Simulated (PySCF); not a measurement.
# How methods differ on the excitation energy of Se

Se [Ar] 3d10 4s2 4p4 (3P) → Se [Ar] 3d10 4s2 4p3 4d1 (5D), as a difference of total energies. Computed with PySCF 2.14 in aug-cc-pVQZ-DK, with the spin-free X2C one-electron Hamiltonian (Gaussian nucleus). Correlated levels: valence: [Ar] 3d10 frozen. The calculations carry no spin-orbit coupling.

```json
{"method": "UHF", "excitation energy (eV)": "7.421"}
{"method": "PBE", "excitation energy (eV)": "7.796"}
{"method": "PBE0", "excitation energy (eV)": "7.899"}
{"method": "r2SCAN", "excitation energy (eV)": "8.043"}
{"method": "r2SCAN0", "excitation energy (eV)": "8.071"}
{"method": "TPSSh", "excitation energy (eV)": "7.966"}
{"method": "LC-wPBE", "excitation energy (eV)": "8.280"}
{"method": "MP2 (valence)", "excitation energy (eV)": "7.983"}
{"method": "SCS-MP2 (valence)", "excitation energy (eV)": "8.182"}
```

**Question.** Estimate what wB97M-V gives.

**Answer.** 8.157 eV, closest to SCS-MP2 (valence) among the rows shown.

**Question.** Estimate what LDA gives.

**Answer.** 8.069 eV, closest to r2SCAN0 among the rows shown.

Errors of the correlated levels include the incompleteness of this basis and the frozen core.

The promoted electron is Rydberg-like, and one or two diffuse shells describe it only roughly, which tends to raise the upper state.

In the upper state the promoted electron has a positive orbital energy at LDA, PBE, r2SCAN, TPSSh, so the basis confines it.

For comparison: 7.741 eV (measured; NIST levels, between the centres of gravity of the two terms).
